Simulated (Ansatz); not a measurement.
Computed with Ansatz on PBE0-D4/def2-TZVP structures; ΔE is electronic, products minus reactants. CCSD(T)/CBS is the MP2 limit (def2-TZVPP, def2-QZVPP) plus CCSD(T) − MP2 in def2-TZVPP, frozen cores. This one scheme is used for every species. Functionals use def2-TZVPP. B3LYP here is the variant with VWN-RPA as its local correlation; programs differ in this. One conformer a species, not always the lowest.

`FCCCOCF` → `[CH]F` + `OCCCF`  (formal loss of a carbene)

| level | ΔE (kJ/mol) | difference from CCSD(T)/CBS |
| --- | --- | --- |
| PBE-D4 | 388.9 | 20.0 |
| r2SCAN-D4 | 395.4 | 26.5 |
| ωB97X-V | 381.1 | 12.2 |
| ωB97M-V | 371.0 | 2.1 |
| PBE | 380.8 | 11.9 |
| r2SCAN | 393.0 | 24.1 |
| PBE0 | 388.1 | 19.2 |
| B3LYP | 361.6 | -7.3 |
| HF/def2-TZVPP | 329.4 | -39.5 |
| MP2/def2-TZVPP | 391.9 | 23.0 |
| SCS-MP2/def2-TZVPP | 375.0 | 6.1 |
| CCSD(T)/def2-TZVPP | 367.2 | -1.7 |
| MP2/def2-QZVPP | 392.4 | 23.5 |
| HF/CBS(def2) | 328.1 | -40.8 |
| MP2/CBS(def2) | 393.5 | 24.6 |
| CCSD/CBS(def2) | 364.9 | -4.0 |
| CCSD(T)/CBS | 368.9 | 0 |

Largest T1 diagnostic among the species: 0.018.

From PBE to PBE0 (25 % exact exchange), in def2-TZVPP and without D4, ΔE moves by +7.3 kJ/mol. The D4 term adds +12.4 kJ/mol with B3LYP and +7.0 kJ/mol with PBE0; it sums over pairs of atoms, weighted by their polarisabilities, and B3LYP, whose exchange is more repulsive, gets the larger term. In def2-TZVPP, CCSD(T) changes the Hartree–Fock value by +37.8 kJ/mol (the triples alone add +4.0 kJ/mol) and MP2 by +62.4 kJ/mol.
